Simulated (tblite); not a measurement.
Input of a run (GFN2-xTB geometry optimisation, gas phase (tblite 0.8.0)), started from a force field or distance geometry:
```
{"job": {"kind": "relax", "xc": "GFN2-xTB", "basis": "xTB"}, "charge": 1, "multiplicity": 1}
C      3.908300    -1.156700     0.719000
C      2.548900    -0.563700     0.530100
C      1.457300    -0.089500     0.415500
P     -0.157100     0.641200     0.213800
C     -0.225100     1.495600    -1.388100
N     -0.422300     1.823100     1.486400
N     -1.408800    -0.544800     0.376500
C     -2.723000     0.016400     0.162900
C     -1.266900    -1.708600    -0.453600
H      4.611400    -0.409600     1.140300
H      3.765000    -2.049000     1.325900
H      4.323200    -1.471200    -0.270600
H     -0.872000     2.379600    -1.367300
H      0.852200     1.808600    -1.569200
H     -0.446800     0.782200    -2.210200
H     -1.265000     2.380600     1.298300
H      0.393600     2.433200     1.651500
H     -2.792400     1.033300     0.527000
H     -3.485600    -0.629900     0.650700
H     -2.928600    -0.023900    -0.933100
H     -2.245700    -2.263900    -0.354600
H     -1.147200    -1.453200    -1.538600
H     -0.478300    -2.403100    -0.129800
```

Output (eV, eV/Å):
```
step      E/eV     max force
  0    -758.80681    3.172
  1    -758.95830    5.572
  2    -759.16932    0.960
  3    -759.22913    0.741
  4    -759.28934    0.436
  5    -759.32082    0.478
  6    -759.34765    0.440
  7    -759.37996    0.381
  8    -759.41079    0.365
  9    -759.43116    0.310
 10    -759.44505    0.252
 11    -759.45830    0.221
 12    -759.47107    0.253
 13    -759.48142    0.242
 14    -759.48882    0.165
 15    -759.49520    0.211
 16    -759.50207    0.251
 17    -759.50853    0.207
 18    -759.51335    0.134
 19    -759.51674    0.139
 20    -759.51951    0.124
 21    -759.52191    0.110
 22    -759.52392    0.099
 23    -759.52565    0.090
 24    -759.52743    0.101
 25    -759.52951    0.095
 26    -759.53185    0.108
 27    -759.53412    0.101
 28    -759.53618    0.087
 29    -759.53819    0.093
 30    -759.54036    0.095
 31    -759.54288    0.133
 32    -759.54544    0.129
 33    -759.54739    0.087
 34    -759.54877    0.077
 35    -759.55006    0.071
 36    -759.55158    0.086
 37    -759.55314    0.091
 38    -759.55451    0.100
 39    -759.55582    0.104
 40    -759.55748    0.098
 41    -759.55962    0.115
 42    -759.56184    0.104
 43    -759.56357    0.137
 44    -759.56511    0.133
 45    -759.56712    0.122
 46    -759.57163    0.150
 47    -759.57437    0.111
 48    -759.57758    0.087
 49    -759.57889    0.068
 50    -759.57971    0.062
 51    -759.58069    0.061
 52    -759.58184    0.055
 53    -759.58235    0.050
 54    -759.58290    0.040
 55    -759.58338    0.050
 56    -759.58410    0.066
 57    -759.58496    0.072
 58    -759.58576    0.058
 59    -759.58630    0.050
 60    -759.58669    0.054
 61    -759.58712    0.053
 62    -759.58766    0.058
 63    -759.58830    0.050
 64    -759.58859    0.039
 65    -759.58897    0.041
 66    -759.58947    0.061
 67    -759.59007    0.068
 68    -759.59069    0.057
 69    -759.59140    0.059
 70    -759.59247    0.070
 71    -759.59408    0.118
 72    -759.59621    0.163
 73    -759.59750    0.298
 74    -759.60073    0.104
 75    -759.60320    0.114
 76    -759.60816    0.299
 77    -759.61107    0.284
 78    -759.61520    0.176
 79    -759.61952    0.354
 80    -759.62198    0.335
 81    -759.62794    0.183
 82    -759.63290    0.353
 83    -759.63698    0.231
 84    -759.64242    0.297
 85    -759.64929    0.198
 86    -759.65431    0.196
 87    -759.66024    0.452
 88    -759.65910    0.697
 89    -759.67197    0.327
 90    -759.67891    0.400
 91    -759.68552    0.284
 92    -759.69223    0.314
 93    -759.69371    0.164
 94    -759.69645    0.105
 95    -759.69955    0.379
 96    -759.70252    0.283
 97    -759.70834    0.120
 98    -759.71214    0.122
 99    -759.71589    0.155
100    -759.71869    0.172
101    -759.71820    0.556
102    -759.72440    0.124
103    -759.72638    0.089
104    -759.72785    0.132
105    -759.72909    0.200
106    -759.73015    0.084
107    -759.73210    0.172
108    -759.73386    0.122
109    -759.73462    0.084
110    -759.73565    0.090
111    -759.73704    0.170
112    -759.73843    0.156
113    -759.73955    0.073
114    -759.74048    0.070
115    -759.74157    0.157
116    -759.74266    0.171
117    -759.74384    0.097
118    -759.74508    0.090
119    -759.74580    0.093
120    -759.74700    0.102
121    -759.74771    0.067
122    -759.74819    0.050
123    -759.74864    0.068
124    -759.74916    0.074
125    -759.74962    0.053
126    -759.74990    0.039
127    -759.75008    0.034
128    -759.75029    0.042
129    -759.75061    0.049
130    -759.75104    0.068
131    -759.75151    0.062
132    -759.75198    0.064
133    -759.75242    0.046
134    -759.75284    0.039
135    -759.75324    0.050
136    -759.75362    0.050
137    -759.75396    0.039
138    -759.75431    0.041
139    -759.75466    0.044
140    -759.75497    0.051
141    -759.75522    0.038
142    -759.75548    0.032
143    -759.75580    0.042
144    -759.75614    0.037
145    -759.75641    0.034
146    -759.75661    0.031
147    -759.75679    0.033
148    -759.75697    0.024
149    -759.75711    0.018
150    -759.75720    0.021
151    -759.75725    0.020
152    -759.75731    0.016
153    -759.75735    0.013
154    -759.75739    0.013
155    -759.75742    0.019
156    -759.75747    0.020
157    -759.75753    0.019
158    -759.75761    0.022
159    -759.75769    0.023
160    -759.75776    0.029
161    -759.75784    0.027
162    -759.75792    0.018
163    -759.75800    0.015
164    -759.75807    0.016
165    -759.75816    0.022
166    -759.75827    0.022
167    -759.75842    0.027
168    -759.75858    0.023
169    -759.75871    0.023
170    -759.75883    0.024
171    -759.75898    0.026
172    -759.75912    0.025
173    -759.75922    0.019
174    -759.75929    0.022
175    -759.75936    0.029
176    -759.75944    0.037
177    -759.75955    0.036
178    -759.75965    0.026
179    -759.75974    0.020
180    -759.75983    0.023
181    -759.75991    0.021
182    -759.75999    0.019
183    -759.76005    0.018
184    -759.76010    0.012
185    -759.76014    0.013
186    -759.76019    0.017
187    -759.76025    0.019
188    -759.76033    0.021
189    -759.76040    0.022
190    -759.76047    0.018
191    -759.76053    0.014
192    -759.76062    0.015
193    -759.76073    0.020
194    -759.76085    0.022
195    -759.76094    0.023
196    -759.76101    0.018
197    -759.76106    0.016
198    -759.76110    0.016
199    -759.76113    0.013
200    -759.76115    0.009
```

Question: Summarise the run.

Answer: The energy falls by 0.954 eV over 200 L-BFGS steps, the largest force on an atom goes from 3.17 to 0.009 eV/Å, and the atoms move by 0.537 Å rms after alignment. The bond that changes most is P4–N6 (ends: phosphorus bonded to 2 C and 2 N; nitrogen bonded to P and 2 H), which shortens by 0.111 Å. Bonds longer at the end by more than 0.005 Å: 4 of 22; shorter: 16. Among the angles that change most is P4–C5–H14, from 103.6° to 110.6°. Among the dihedrals that turn most is N7–P4–N6–H17, from 165° to 55°. The energy rose by more than 1e-5 eV at steps 88 and 101. The first step brought 16 % of the lowering.

Question: What are the final bond lengths?

Answer: C1–C2 1.429 Å, C2≡C3 1.209 Å, C3–P4 1.745 Å, P4–C5 1.818 Å, P4–N6 1.646 Å, P4–N7 1.647 Å, N7–C8 1.457 Å, N7–C9 1.455 Å, C1–H10 1.090 Å, C1–H11 1.090 Å, C1–H12 1.089 Å, C5–H13 1.090 Å, C5–H14 1.088 Å, C5–H15 1.089 Å, N6–H16 1.011 Å, N6–H17 1.013 Å, C8–H18 1.088 Å, C8–H19 1.090 Å, C8–H20 1.093 Å, C9–H21 1.090 Å, C9–H22 1.093 Å, C9–H23 1.089 Å. Numbering counts from 1 in the input's order; the species is `CC#C[P@+](C)(N)N(C)C`.

Hardware: one thread, Intel Xeon 6975P-C (x86_64), no GPU (shared host). Cost: 1.5 s of wall time.

Its lowest GFN2-xTB frequency is 16i cm⁻¹, too small to tell a flat minimum from a shallow saddle.

One conformer stands for the species.

All values are computed, not measured.
